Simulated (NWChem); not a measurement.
Everything below was run with NWChem. System: H$_{2}$Al (+1), charge 1, spin multiplicity 1, at a geometry optimised with PBE0/def2-SVP. The structure started from a generated list of species. Level: TD-B3LYP/aug-cc-pVDZ, VWN1-RPA local correlation.

Part of the output:

```
             Northwest Computational Chemistry Package (NWChem) 7.3.0
             --------------------------------------------------------

                                NWChem Input Module
                                -------------------

 Scaling coordinates for geometry "geometry" by  1.889725989
 (inverse scale =  0.529177249)

 Turning off AUTOSYM since
 SYMMETRY directive was detected!

                             Geometry "geometry" -> ""
                             -------------------------

 Output coordinates in angstroms (scale by  1.889725989 to convert to a.u.)

  No.       Tag          Charge          X              Y              Z
 ---- ---------------- ---------- -------------- -------------- --------------
    1 Al                  13.0000     0.00000000     0.00000000     0.00000000
    2 H                    1.0000     0.00000000     0.00000000     1.55790200
    3 H                    1.0000     0.00000000     0.00000000    -1.55790200

 Effective nuclear repulsion energy (a.u.)       9.0013345502

            Nuclear Dipole moment (a.u.)
            ----------------------------
        X                 Y               Z
 ---------------- ---------------- ----------------
     0.0000000000     0.0000000000     0.0000000000

      Symmetry information
      --------------------

 Group name             D2h
 Group number             26
 Group order               8
 No. of unique centers     2

      Symmetry unique atoms

     1    2


 Summary of "ao basis" -> "" (spherical)
 ------------------------------------------------------------------------------
       Tag                 Description            Shells   Functions and Types
 ---------------- ------------------------------  ------  ---------------------
 *                        aug-cc-pvdz                 on all atoms

                                 NWChem DFT Module
                                 -----------------

 Summary of "ao basis" -> "ao basis" (spherical)
 ------------------------------------------------------------------------------
       Tag                 Description            Shells   Functions and Types
 ---------------- ------------------------------  ------  ---------------------
 Al                       aug-cc-pvdz               11       27   5s4p2d
 H                        aug-cc-pvdz                5        9   3s2p

 Summary of "ao basis" -> "ao basis" (spherical)
 ------------------------------------------------------------------------------
[...]
     Electric Quadrupole                           0.0000000000
     Magnetic Dipole                               0.0000000000
     Total Oscillator Strength                     0.8938572458

          sigma_e =   2.0922 Angstrom
          sigma_h =   1.6193 Angstrom
         |d_h->e| =   0.0000 Angstrom
            d_exc =   2.5869 Angstrom
            d_CD1 =   0.4729 Angstrom
            d_CD2 =  -1.8557 Angstrom
            d_CD3 =   2.5869 Angstrom
     Pearson C.C. =   0.0453

     Occ.    6  ag  ---  Virt.   14  b1u  0.07007 X
     Occ.    7  b1u ---  Virt.   10  ag  -0.99483 X
     Occ.    7  b1u ---  Virt.   10  ag   0.12764 Y
     Occ.    7  b1u ---  Virt.   11  ag   0.09271 X
     Occ.    7  b1u ---  Virt.   19  ag  -0.08399 X
     Occ.    7  b1u ---  Virt.   27  ag   0.06025 X
  ----------------------------------------------------------------------------
  Root   4 singlet b2u            0.347205157 a.u.                9.4479 eV
  ----------------------------------------------------------------------------
     Transition Moments    X  0.02012   Y  1.12301   Z  0.00000
     Transition Moments   XX  0.00000  XY -0.00000  XZ  0.00000
     Transition Moments   YY  0.00000  YZ -0.00000  ZZ -0.00000
     Dipole Oscillator Strength                    0.2920139097
     Electric Quadrupole                           0.0000000000
     Magnetic Dipole                               0.0000000000
     Total Oscillator Strength                     0.2920139097

          sigma_e =   1.8177 Angstrom
          sigma_h =   1.4720 Angstrom
         |d_h->e| =   0.0000 Angstrom
            d_exc =   2.5261 Angstrom
            d_CD1 =   0.3457 Angstrom
            d_CD2 =  -1.6449 Angstrom
            d_CD3 =   2.5261 Angstrom
     Pearson C.C. =  -0.1701

     Occ.    6  ag  ---  Virt.    8  b2u -0.97728 X
     Occ.    7  b1u ---  Virt.   12  b3g  0.20749 X
     Occ.    7  b1u ---  Virt.   25  b3g -0.06730 X
  ----------------------------------------------------------------------------
  Root   5 singlet b3u            0.347205158 a.u.                9.4479 eV
  ----------------------------------------------------------------------------
     Transition Moments    X  1.12301   Y -0.02012   Z -0.00000
     Transition Moments   XX -0.00000  XY  0.00000  XZ -0.00000
     Transition Moments   YY -0.00000  YZ  0.00000  ZZ  0.00000
     Dipole Oscillator Strength                    0.2920139101
     Electric Quadrupole                           0.0000000000
     Magnetic Dipole                               0.0000000000
     Total Oscillator Strength                     0.2920139101

          sigma_e =   1.8177 Angstrom
          sigma_h =   1.4720 Angstrom
         |d_h->e| =   0.0000 Angstrom
            d_exc =   2.5261 Angstrom
            d_CD1 =   0.3457 Angstrom
            d_CD2 =  -1.6449 Angstrom
            d_CD3 =   2.5261 Angstrom
     Pearson C.C. =  -0.1701

     Occ.    6  ag  ---  Virt.    9  b3u -0.97728 X
     Occ.    7  b1u ---  Virt.   13  b2g -0.20749 X
     Occ.    7  b1u ---  Virt.   26  b2g  0.06730 X
  ----------------------------------------------------------------------------
  Root   6 singlet ag             0.387601889 a.u.               10.5472 eV
  ----------------------------------------------------------------------------
     Transition Moments    X  0.00000   Y -0.00000   Z  0.00000
     Transition Moments   XX  1.02511  XY  0.00000  XZ  0.00000
     Transition Moments   YY  1.02511  YZ -0.00000  ZZ -4.47956
     Dipole Oscillator Strength                    0.0000000000
     Electric Quadrupole                           0.0000031321
     Magnetic Dipole                               0.0000000000
     Total Oscillator Strength                     0.0000031321

          sigma_e =   1.9166 Angstrom
          sigma_h =   1.4675 Angstrom
         |d_h->e| =   0.0000 Angstrom
            d_exc =   2.5555 Angstrom
            d_CD1 =   0.4491 Angstrom
            d_CD2 =  -1.6921 Angstrom
            d_CD3 =   2.5555 Angstrom
     Pearson C.C. =  -0.1251

     Occ.    6  ag  ---  Virt.   10  ag  -0.98893 X
     Occ.    6  ag  ---  Virt.   10  ag   0.05682 Y
     Occ.    7  b1u ---  Virt.   21  b1u  0.13538 X

              Target root =      1
          Target symmetry = none
      Ground state energy =   -243.318711803911
        Excitation energy =      0.229467035689
     Excited state energy =   -243.089244768221

  stored tddft:energy   -243.08924476822131

 Task  times  cpu:       25.6s     wall:       25.6s

 Total times  cpu:       25.7s     wall:       25.7s
```

**Question.** Write an NWChem input that would produce this output.

**Answer.** This is not unique; one that fits is 
```
start mol
memory heap 200 mb stack 900 mb global 1100 mb
charge 1
geometry units angstroms nocenter noautoz
  Al     0.000000     0.000000     0.000000
  H      0.000000     0.000000     1.557902
  H      0.000000     0.000000    -1.557902
  symmetry group D2h
end
basis spherical
  * library aug-cc-pvdz
end
dft
  xc b3lyp
  semidirect memsize 60000000 filesize 0
  iterations 100
end
tddft
  rpa
  nroots 6
  notriplet
  thresh 1e-4
end
task tddft energy
```
